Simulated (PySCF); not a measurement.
Zn(Br)(Me), SMILES [Zn]([CH3])[Br] (CH₃BrZn) (CAM-B3LYP/def2-SVP optimised geometry):

```
6

Zn    -0.037    -0.159     0.000
Br    -2.282    -0.154     0.000
C      1.891    -0.159     0.000
H      2.282    -0.476     0.978
H      2.281     0.847    -0.214
H      2.282    -0.847    -0.764
```

Calculation: CAM-B3LYP/def2-TZVP in PySCF.

Q: What are the frontier orbital energies and the dipole moment?

A: HOMO-2 -9.76 eV, HOMO-1 -9.50 eV, HOMO -9.50 eV, LUMO 0.23 eV, LUMO+1 0.58 eV; dipole moment 2.34 D.

On the same geometry PBE/def2-TZVP run with PySCF gives HOMO-2 -7.32 eV, HOMO-1 -6.92 eV, HOMO -6.92 eV, LUMO -1.39 eV, LUMO+1 -0.90 eV; dipole moment 2.29 D.

Meta-Löwdin charges at CAM-B3LYP/def2-TZVP: Zn1 1.11, Br2 -0.66, C3 -0.81, H4 0.12, H5 0.12, H6 0.12.
